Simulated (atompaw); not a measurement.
# Reading a pseudo-wave (arsenic (As))

Columns: radius, all-electron u(r) and pseudo u(r) of the 4s shell (level -14.49 eV) of arsenic in the configuration [Ar] 3d10 4s2 4p3; PBE, scalar-relativistic, PAW (atompaw) scheme, atompaw 4.2.0.5.

```
r (bohr)  all-electron  pseudo
   0.085        0.1282  0.0355
   0.169        0.2002  0.0716
   0.254       -0.0441  0.1101
   0.338       -0.2712  0.1508
   0.423       -0.3720  0.1954
   0.508       -0.3500  0.2435
   0.592       -0.2484  0.2944
   0.677       -0.1037  0.3490
   0.762        0.0544  0.4058
   0.846        0.2064  0.4631
   0.931        0.3460  0.5210
   1.015        0.4650  0.5765
   1.100        0.5648  0.6294
   1.185        0.6443  0.6775
   1.269        0.7042  0.7187
   1.354        0.7480  0.7527
   1.438        0.7768  0.7777
   1.523        0.7933  0.7933
   1.608        0.7990  0.7990
   1.692        0.7958  0.7958
   1.777        0.7852  0.7852
   1.862        0.7686  0.7686
   1.946        0.7476  0.7476
   2.031        0.7228  0.7228
   2.115        0.6956  0.6956
   2.200        0.6662  0.6662
```

How many radial nodes do the two functions have?

The all-electron 4s function has n − l − 1 = 3 (the table is too coarse to show those close to the nucleus); the pseudo-wave has 0, since the states of the same l below it are removed with the core.

At about which radius was the pseudo-wave matched?

1.55 bohr, where the columns begin to agree (steps of 0.08 bohr).

Is the pseudo-wave norm-conserving?

No, it belongs to a PAW set: the norm inside the radius is not constrained, and the difference is carried by the augmentation charge.
